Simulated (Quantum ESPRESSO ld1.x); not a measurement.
Problem. The mean radii <r> (bohr) of the occupied orbitals of an atom or ion are listed with their occupations. All-electron calculation, scalar-relativistic Kohn-Sham, LDA (Slater exchange, Hedin-Lundqvist correlation), spin-unpolarised, spherical densities, point nucleus. Program: ld1.x of Quantum ESPRESSO 7.5.

orbital  occ.      <r>
1s          2  0.01835
2s          2  0.07761
2p          6  0.06946
3s          2   0.2012
3p          6   0.2014
3d         10   0.1824
4s          2   0.4498
4p          6   0.4783
4d         10   0.5114
5s          1    1.059
5p          6    1.232
4f         14   0.6035
5d          5    1.812

Name the element and its charge.

Solution. Z = 74, tungsten, charge +2: W2+ in [Kr] 4d10 4f14 5s1 5p6 5d5. The 1s radius gives Z: for a bare nucleus <r> = (2 gamma + 1)/(2Z) with gamma = sqrt(1 - (Z/c)^2), 0.01813 bohr for Z = 74, and screening makes it slightly larger (0.01835 here). The occupations add up to 72, and the charge is Z minus that.
